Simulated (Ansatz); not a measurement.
ClFH$_{4}$O$_{2}$Si$_{2}$ (`O[Si@H](Cl)[Si@@H](O)F`), one more setting.

```yaml
crystal:
  periodic: [false, false, false]
  atoms:
    - {symbol: O, position_ang: [-0.529422, 0.315363, -1.989263]}
    - {symbol: Si, position_ang: [-0.482937, -0.845666, -0.839560]}
    - {symbol: F, position_ang: [0.402431, -2.092897, -1.308585]}
    - {symbol: Si, position_ang: [0.542880, 0.061082, 1.075040]}
    - {symbol: O, position_ang: [-0.467689, 0.955365, 2.003561]}
    - {symbol: Cl, position_ang: [2.026429, 1.257965, 0.246349]}
    - {symbol: H, position_ang: [0.257193, 0.858036, -2.089613]}
    - {symbol: H, position_ang: [-1.875763, -1.320379, -0.684326]}
    - {symbol: H, position_ang: [1.201450, -0.881164, 2.003686]}
    - {symbol: H, position_ang: [-0.991572, 1.641096, 1.585611]}
basis:
  gaussian: {orbitals: def2-TZVP, point_charges: [{charge: 1.00, position_ang: [5.650, -0.961, 0.838]}]}
hamiltonian: {xc: {name: wB97X}}
output: {forces: true}
```

```sh
$ ansatz run in.yaml --threads 4 --pin off --events-out ev --progress --plain --max-ram 10444MiB
```

Shortened log:

```
Functional definition: wB97X
  name "wB97X"
  cite "Chai & Head-Gordon, J. Chem. Phys. 128, 084106 (2008) doi:10.1063/1.2834918"
  cite "Becke, J. Chem. Phys. 107, 8554 (1997) doi:10.1063/1.475007"
  parameter omega = 0.3/bohr
  parameter cx = 0.157706
  parameter cx1 = 0.726479
  parameter cx2 = 1.04760
  parameter cx3 = -5.70635
  parameter cx4 = 13.2794
  parameter css1 = -4.33879
  parameter css2 = 18.2308
  parameter css3 = -31.7430
  parameter css4 = 17.2901
  parameter cos1 = 2.37031
  parameter cos2 = -11.3995
  parameter cos3 = 6.58405
  parameter cos4 = -3.78132
  # The coefficients of nought are those of the uniform gas.
  exchange = spin_sum(e_x_unif_sr(omega)*poly(b97_u_x, 1 - cx, cx1, cx2, cx3, cx4)) + cx*exact_x_sr(omega)
      + exact_x_lr(omega)
  correlation = spin_sum(e_c_pw_same_spin*poly(b97_u_same, 1, css1, css2, css3, css4))
      + integral(e_c_pw_opposite_spin*poly(b97_u_opposite, 1, cos1, cos2, cos3, cos4))
1401 factors; their error is unknown
308 factors; integrals over basis functions are off by at most 3.0e-5 eV
mean field evaluation 1: about -35153.9896 eV, gradient 7.2e1 eV
mean field evaluation 2: about -35151.4337 eV, gradient 8.5e1 eV
mean field evaluation 4: about -35162.1135 eV, gradient 2.0e0 eV
mean field evaluation 8: about -35162.1205 eV, gradient 3.4e-2 eV
mean field evaluation 16: about -35162.1914 eV, gradient 1.2e-4 eV
mean field -35162.19140168 eV, -1292.1867002223 hartree, gradient 1.4e-5 eV, S^2 0.000000; 0 other end points of the search recorded, 0 dependent functions left out
the calculation of the forces begins
reference -35162.19136715 eV, -1292.1866989534 hartree; 37, 37 occupied and 191, 191 virtual orbitals, 1401 factors
Total energy: -35162.19136715 eV, -1292.1866989534 hartree
Atom 0 at    -0.529422     0.315363    -1.989263 Å, force     0.238764    -0.003883     0.194706 eV/Å
Atom 1 at    -0.482937    -0.845666    -0.839560 Å, force    -0.530524     0.013213    -0.168079 eV/Å
Atom 2 at     0.402431    -2.092897    -1.308585 Å, force     0.238390    -0.079816     0.036383 eV/Å
Atom 3 at     0.542880     0.061082     1.075040 Å, force    -0.650070    -0.120884     0.212608 eV/Å
Atom 4 at    -0.467689     0.955365     2.003561 Å, force     0.308491    -0.099334    -0.234332 eV/Å
Atom 5 at     2.026429     1.257965     0.246349 Å, force     0.409237     0.081750    -0.025684 eV/Å
Atom 6 at     0.257193     0.858036    -2.089613 Å, force    -0.112496     0.037281    -0.119210 eV/Å
Atom 7 at    -1.875763    -1.320379    -0.684326 Å, force     0.173458     0.051986     0.080859 eV/Å
Atom 8 at     1.201450    -0.881164     2.003686 Å, force     0.094004     0.046047    -0.040420 eV/Å
Atom 9 at    -0.991572     1.641096     1.585611 Å, force    -0.083378     0.024297     0.077184 eV/Å
Dipole moment:    -0.491155     0.283760     0.019417 e Å
```

It took 11 s on 4 threads of an Arm Neoverse V1 on a shared host, with 0.84 GiB of host memory at the peak.
